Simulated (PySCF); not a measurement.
These 7 structures share the formula C4H9ClOSi. Method: PBE0-D3(BJ)/def2-SVP geometry optimisation, gas phase (PySCF 2.14.0). One conformer each; no zero-point energy, no entropy. No frequencies were run at this level. Point groups hold within 0.08 Å.

Question: Rank from lowest to highest electronic energy at this level (kJ/mol).
A. `[CH2:1]=[C:2]([CH3:3])[O:4][SiH2:5][CH2:6][Cl:7]` with C1–C2–O4–Si5 -1°, C2–O4–Si5–C6 -179°, O4–Si5–C6–Cl7 -179°
B. `[Cl:1][C@H:2]1[CH2:3][O:4][CH2:5][CH2:6][SiH2:7]1` with Cl1–C2–C3–O4 -179°, C2–C3–O4–C5 -74°, C3–O4–C5–C6 73°, O4–C5–C6–Si7 -55°
C. `[CH3:1][O:2][C@@H:3]1[CH2:4][C@H:5]1[SiH2:6][Cl:7]` with C1–O2–C3–C4 154°, C4–C5–Si6–Cl7 148°
D. `[Cl:1][CH2:2][C@@H:3]1[CH2:4][CH2:5][SiH2:6][O:7]1` with Cl1–C2–C3–C4 -64°, C2–C3–C4–C5 -161°, C3–C4–C5–Si6 35°, C4–C5–Si6–O7 -19°, C5–Si6–O7–C3 -4°
E. `[CH3:1][O:2][C@@H:3]1[CH2:4][C@@H:5]1[SiH2:6][Cl:7]` with C1–O2–C3–C4 -83°, C4–C5–Si6–Cl7 107°
F. `[CH3:1][O:2][Si@@H:3]([Cl:4])[CH:5]1[CH2:6][CH2:7]1` with C1–O2–Si3–Cl4 54°, O2–Si3–C5–C6 161°
G. `[CH2:1]=[CH:2][CH2:3][Si@@H:4]([OH:5])[CH2:6][Cl:7]` with C1–C2–C3–Si4 -110°, C2–C3–Si4–O5 -60°, C3–Si4–O5–H 161°, C3–Si4–C6–Cl7 -166°

Answer: F (0.0), D (61.7), G (91.1), A (131.7), E (141.4), C (143.6), B (172.3).

As drawn, the lowest has a three-membered ring and an Si–O bond, which the highest lacks. Neighbours under 10 kJ/mol apart (C=C(C)O[SiH2]CCl and CO[C@@H]1C[C@@H]1[SiH2]Cl; CO[C@@H]1C[C@@H]1[SiH2]Cl and CO[C@@H]1C[C@H]1[SiH2]Cl) can change places with a better method, another conformer or zero-point energy. CO[C@@H]1C[C@@H]1[SiH2]Cl and CO[C@@H]1C[C@H]1[SiH2]Cl are stereoisomers, 2.2 kJ/mol apart in the conformers taken.

```json
{"SMILES": "CO[Si@@H](Cl)C1CC1", "E (Eh)": "-981.88394", "E rel (kJ/mol)": "0.0", "dipole (D)": "1.31", "point group": "C1", "A, B, C (MHz)": "2448, 1243, 876.2"}
{"SMILES": "ClC[C@@H]1CC[SiH2]O1", "E (Eh)": "-981.86044", "E rel (kJ/mol)": "61.7", "dipole (D)": "1.66", "point group": "C1", "A, B, C (MHz)": "4829, 898.8, 790.4"}
{"SMILES": "C=CC[Si@@H](O)CCl", "E (Eh)": "-981.84926", "E rel (kJ/mol)": "91.1", "dipole (D)": "1.25", "point group": "C1", "A, B, C (MHz)": "2865, 943.1, 817.2"}
{"SMILES": "C=C(C)O[SiH2]CCl", "E (Eh)": "-981.83379", "E rel (kJ/mol)": "131.7", "dipole (D)": "1.65", "point group": "–", "A, B, C (MHz)": "6287, 643.0, 591.8"}
{"SMILES": "CO[C@@H]1C[C@@H]1[SiH2]Cl", "E (Eh)": "-981.83009", "E rel (kJ/mol)": "141.4", "dipole (D)": "3.42", "point group": "C1", "A, B, C (MHz)": "4743, 808.9, 738.2"}
{"SMILES": "CO[C@@H]1C[C@H]1[SiH2]Cl", "E (Eh)": "-981.82924", "E rel (kJ/mol)": "143.6", "dipole (D)": "0.88", "point group": "C1", "A, B, C (MHz)": "2593, 1091, 806.4"}
{"SMILES": "Cl[C@H]1COCC[SiH2]1", "E (Eh)": "-981.81833", "E rel (kJ/mol)": "172.3", "dipole (D)": "1.98", "point group": "C1", "A, B, C (MHz)": "3062, 1289, 964.4"}
```

Q: How do the relative energies change in single points at PBE0/pcSseg-1 (no added dispersion term) on the same geometries?

A: 
```json
{"SMILES": "CO[Si@@H](Cl)C1CC1", "PBE0-D3(BJ)/def2-SVP (kJ/mol)": "0.0", "PBE0/pcSseg-1 (kJ/mol)": "0.0", "shift": "0.0"}
{"SMILES": "ClC[C@@H]1CC[SiH2]O1", "PBE0-D3(BJ)/def2-SVP (kJ/mol)": "61.7", "PBE0/pcSseg-1 (kJ/mol)": "62.6", "shift": "+0.9"}
{"SMILES": "C=CC[Si@@H](O)CCl", "PBE0-D3(BJ)/def2-SVP (kJ/mol)": "91.1", "PBE0/pcSseg-1 (kJ/mol)": "81.2", "shift": "-9.9"}
{"SMILES": "C=C(C)O[SiH2]CCl", "PBE0-D3(BJ)/def2-SVP (kJ/mol)": "131.7", "PBE0/pcSseg-1 (kJ/mol)": "125.1", "shift": "-6.6"}
{"SMILES": "CO[C@@H]1C[C@@H]1[SiH2]Cl", "PBE0-D3(BJ)/def2-SVP (kJ/mol)": "141.4", "PBE0/pcSseg-1 (kJ/mol)": "144.1", "shift": "+2.7"}
{"SMILES": "CO[C@@H]1C[C@H]1[SiH2]Cl", "PBE0-D3(BJ)/def2-SVP (kJ/mol)": "143.6", "PBE0/pcSseg-1 (kJ/mol)": "147.0", "shift": "+3.4"}
{"SMILES": "Cl[C@H]1COCC[SiH2]1", "PBE0-D3(BJ)/def2-SVP (kJ/mol)": "172.3", "PBE0/pcSseg-1 (kJ/mol)": "176.1", "shift": "+3.8"}
```

Each column counts from its own lowest isomer. The order is unchanged; the largest shift is 9.9 kJ/mol.
